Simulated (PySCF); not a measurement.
Polarisability and C₆ of Co²⁺ (cobalt, charge +2)

[Ar] 3d7, high-spin 4F determinant. All numbers are calculated (PySCF 2.14, the spin-free X2C one-electron Hamiltonian (Gaussian nucleus), in aug-cc-pVTZ-DK (8s7p5d3f2g, 93 functions)). Coupled (time-dependent) response in atomic units; α is the mean over directions.

```
 method  mean α (bohr³)  C₆ (like pair)  S(−4)
r2SCANh           3.497           10.16  6.368
```

S(−4) is the Cauchy moment in α(ω) = α(0) + S(−4) ω² + …

α(iu) at r2SCANh:

```
u (hartree)  α(iu) (bohr³)
          0          3.497
     0.0500          3.481
      0.100          3.435
      0.200          3.272
      0.300          3.054
      0.500          2.603
      0.750          2.144
       1.00          1.801
       1.50          1.329
       2.00          1.024
       3.00         0.6624
       5.00         0.3429
```

For an ion, C₆ is the dispersion term alone; charge-induced terms of lower order in 1/R come first.
